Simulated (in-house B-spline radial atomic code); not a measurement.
**Ionising Ne III (Ne2+) with different functionals**

Computed with a B-spline radial code for spherical atoms: non-relativistic Hamiltonian, point nucleus, spin-polarised at highest spin, spherical fractional occupations for the functionals, and exact exchange of hybrids averaged over the configuration. The ionisation energy is the difference of two self-consistent energies, [He] 2s2 2p4 → [He] 2s2 2p3, without Breit or QED terms; ε is the level of the shell that loses the electron (its least bound occupied spin orbital).

```
   method                    rung  ΔSCF (eV)  -ε(2p) (eV)
     PBE0           global hybrid      63.31        55.32
    B3LYP           global hybrid          ?            ?
    TPSSh           global hybrid      62.96        53.21
   M06-2X           global hybrid      64.04        59.43
BHandHLYP           global hybrid      63.47        58.68
  r2SCAN0           global hybrid          ?            ?
    B97-1           global hybrid      63.40        54.80
    HSE06  range-separated hybrid      63.35        54.95
    wB97X  range-separated hybrid      63.12        57.71
CAM-B3LYP  range-separated hybrid      63.62        56.92
  LC-wPBE  range-separated hybrid      63.53        57.86
```

(1) What does B3LYP give?

(2) What does r2SCAN0 give?

(3) Among the functionals, which spreads more, the ΔSCF values or the orbital energies?

(4) How do they compare with the NIST value?

## Answers

(1) ΔSCF 63.68 eV, and -ε(2p) = 54.91 eV.

(2) ΔSCF 62.57 eV, and -ε(2p) = 55.02 eV.

(3) The orbital energies: ΔSCF values span about 1.48 eV and the orbital energies 6.22 eV; here energy differences depend much less on the functional than eigenvalues do.

(4) NIST lists 63.423 eV (measured, ground level to ground level). Errors run from -0.86 to +0.62 eV; B97-1 is closest (-0.03 eV), but part of that can be cancellation, since the calculations leave out relativity, Breit-QED terms, multiplet and fine-structure energies.
